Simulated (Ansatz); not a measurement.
[Cu(SH)2]- (CuH₂S₂⁻), relaxed as a singlet with RKS r2SCAN-D4/def2-TZVPD in Ansatz, starting from the GFN2-xTB geometry. Force threshold 0.02 eV/Å.

The relaxation made no stability test and no search for a lower SCF solution.

Start:

```xyz
5

Cu   -0.001    0.007    0.000
S    -0.126   -0.352   -2.161
H     1.108    0.070   -2.397
S     0.121    0.364    2.162
H    -1.102   -0.089    2.396
```

**Question.** Estimate the energy that the relaxation releases and the steps that it takes.

**Answer.** 6.4 kJ/mol, in 19 steps; 38 s on 4 threads of Arm Neoverse V2 on a shared host. The force fell under the threshold at step 14, but the optimiser went on. No frequencies were taken in this run, so the end may be a saddle point.

**Question.** Does the start keep its bonding and symmetry?

**Answer.** By distances, no bond broke or formed. The bond that changes most is Cu1–S4, from 2.19 to 2.15 Å (atoms count from 1). Point group C2h at the start, C2 at the end, both within 0.05 Å.

**Question.** Predict the relaxed structure.

**Answer.** 
```xyz
5

Cu   -0.1237    0.3306   -0.0465
S    -0.0996    0.0697   -2.1847
H     1.1168   -0.5066   -2.2591
S    -0.1679    0.6452    2.0840
H    -0.7256   -0.5390    2.4063
```
Bond lengths: 2 × Cu–S 2.15 Å; 2 × H–S 1.35 Å.
